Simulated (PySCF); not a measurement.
ClI, SMILES ICl.

The structure is a stationary point at B3LYP-D3(BJ)/def2-TZVP. The def2 effective core potentials stand for the cores of I; spin–orbit coupling is left out.

Method: CAM-B3LYP/def2-TZVPD (PySCF).

Computed frontier levels, gap, dipole moment and polarisability:
The highest occupied level is -9.18 eV and the lowest empty level comes out as -2.60 eV. The orbital gap comes out as 6.58 eV. The dipole moment is 1.28 D. The quadrupole, principal values (traceless, Buckingham form, about the centre of nuclear charge) is -1.69, -1.69, 3.38 D·Å. The mean static polarisability comes out as 49.7 bohr³ (7.36 Å³) and the polarisability, principal values is 41.4, 41.4, 66.3 bohr³.
